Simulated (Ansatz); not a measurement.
Reaction (ligand exchange at the Si–O bond): `[NH2][AlH][O][SiH2][SiH3]` + `[OH][SnH3]` → `[SiH3][SiH2][O][SnH3]` + `[NH2][AlH][OH]`

Computed with Ansatz on PBE0-D4/def2-TZVP structures; ΔE is electronic, products minus reactants. CBS: MP2 limit from def2 TZ/QZ plus the TZ coupled-cluster correction, frozen cores. This one scheme is used for every species. DFT in def2-TZVPP. B3LYP here is the variant with VWN-RPA as its local correlation; programs differ in this. def2 core potentials past Kr. For Sn outer-core shells are correlated without core-valence functions, which leaves a few kJ/mol of doubt a bond. Each species was taken in one conformer, which may not be the lowest.

`[NH2][AlH][O][SiH2][SiH3]`:

```xyz
13

N     1.156    2.157    0.170
Al   -0.575    2.033    0.468
O    -1.345    0.561    0.156
Si   -1.405   -1.006   -0.277
Si    0.732   -1.975   -0.174
H     1.741    1.424   -0.197
H     1.701    2.986    0.342
H    -1.403    3.251    1.016
H    -1.933   -1.135   -1.665
H    -2.329   -1.748    0.627
H     1.689   -1.192   -1.009
H     1.252   -1.979    1.221
H     0.719   -3.377   -0.677
```

`[OH][SnH3]`:

Z-matrix (Å, degrees):
```
Sn
O 1 1.970
H 1 1.709 2 108.5
H 1 1.698 2 103.1 3 119.8
H 1 1.709 2 108.5 3 -120.5
H 2 0.959 1 113.2 3 60.0
```

`[SiH3][SiH2][O][SnH3]`:

Cartesian coordinates in Å:
```
Si -1.173 1.956 1.190
Si -0.673 0.340 -0.430
O 0.612 -0.534 0.068
Sn 1.657 -2.037 -0.649
H -0.022 2.877 1.397
H -1.506 1.319 2.493
H -2.346 2.765 0.751
H -0.398 1.010 -1.739
H -1.868 -0.533 -0.653
H 2.830 -2.322 0.547
H 0.570 -3.334 -0.847
H 2.318 -1.507 -2.128
```

`[NH2][AlH][OH]`:

```xyz
7

N    -0.360   -0.070    1.285
Al    0.252    0.315   -0.320
O    -0.057   -0.815   -1.549
H    -0.874   -0.902    1.524
H    -0.242    0.517    2.094
H     1.048    1.653   -0.583
H     0.233   -0.698   -2.451
```

Q: Is it downhill or uphill in electronic energy at CCSD(T)/CBS, and by how much? (An estimate is asked.)

A: The calculation gave: Nearly level: ΔE = +2.6 kJ/mol.

Q: What do these levels give: PBE0-D4, B3LYP-D4, ωB97X-V, ωB97M-V, PBE, PBE0, B3LYP, HF/def2-TZVPP, SCS-MP2/def2-TZVPP, CCSD(T)/def2-TZVPP, MP2/def2-QZVPP, CCSD/CBS(def2)? (Best estimate.)

A: Computed: PBE0-D4 6.4, B3LYP-D4 6.7, ωB97X-V 5.2, ωB97M-V 5.1, PBE 5.6, PBE0 5.0, B3LYP 4.7, HF/def2-TZVPP 3.3, SCS-MP2/def2-TZVPP 2.8, CCSD(T)/def2-TZVPP 3.5, MP2/def2-QZVPP 1.7, CCSD/CBS(def2) 2.5 kJ/mol.

Largest T1 diagnostic among the species: 0.014.
